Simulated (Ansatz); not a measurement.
Computed with Ansatz on PBE0-D4/def2-TZVP structures; ΔE is electronic, products minus reactants. CCSD(T)/CBS is the MP2 limit (def2-TZVPP, def2-QZVPP) plus CCSD(T) − MP2 in def2-TZVPP, frozen cores. This one scheme is used for every species, atoms too. For atomizations the MP2-based limit and the directly extrapolated one differ by several kJ/mol either way, and by 10 to 25 for some Ge, Se and Sn compounds, so smaller differences from it don't rank the levels. Functionals use def2-TZVPP. HSE06 is defined as in plane-wave codes. No spin–orbit coupling; open shells (•) take unrestricted orbitals. Spin–orbit coupling would lower the free atoms: a little for C; clearly for Br. For Br outer-core shells are correlated without core-valence functions, so the limit isn't a true one: a few kJ/mol of doubt a bond, and 10 to 20 or more in all where bonds break to atoms. Scalar relativity is left out up to krypton. One conformer a species, not always the lowest.

`BrCCCCBr` → 2 Br• + 4 C• + 8 H•  (atomization)

`BrCCCCBr`:

```xyz
14

Br   -2.593   -1.216    1.031
C    -0.692   -1.080    1.460
C    -0.020    0.071    0.755
C     0.021   -0.071   -0.755
C     0.691    1.080   -1.460
Br    2.592    1.219   -1.030
H    -0.263   -2.041    1.179
H    -0.654   -0.972    2.541
H     1.004    0.130    1.140
H    -0.514    1.008    1.031
H     0.515   -1.008   -1.030
H    -1.004   -0.132   -1.140
H     0.261    2.041   -1.180
H     0.654    0.971   -2.542
```

```csv
level,ΔE (kJ/mol),difference from CCSD(T)/CBS
BLYP-D4,5142.4,-52.0
r2SCAN-D4,5202.1,7.7
B97M-V,5179.4,-15.0
HSE06-D4,5233.6,39.2
ωB97M-V,5182.9,-11.5
B2PLYP,5119.9,-74.5
PBE-QIDH,5190.9,-3.5
PBE,5263.0,68.6
revPBE,5073.1,-121.3
PBE0,5201.6,7.2
r2SCAN0,5139.3,-55.1
LC-ωPBE,5156.5,-37.9
CCSD/def2-SVP,4904.1,-290.3
MP2/def2-QZVPP,5218.4,24.0
HF/CBS(def2),3847.7,-1346.7
MP2/CBS(def2),5270.4,76.0
CCSD(T)/CBS,5194.4,0
```

Largest T1 diagnostic among the species: 0.009.

In def2-TZVPP, CCSD(T) changes the Hartree–Fock value by +1225.4 kJ/mol (the triples alone add +75.3 kJ/mol) and MP2 by +1301.4 kJ/mol; breaking electron pairs costs correlation energy, which Hartree–Fock lacks. The D4 term adds +53.9 kJ/mol with B3LYP and +28.6 kJ/mol with PBE0; it sums over pairs of atoms, weighted by their polarisabilities, and B3LYP, whose exchange is more repulsive, gets the larger term. At CCSD(T), def2-SVP lies −237.7 kJ/mol from the extrapolated value and def2-TZVPP −123.3 kJ/mol: correlation converges slowly with the basis, and small sets miss more of it in the bonded molecule than in its fragments.

B3LYP here is the variant with VWN-RPA as its local correlation; programs differ in this.
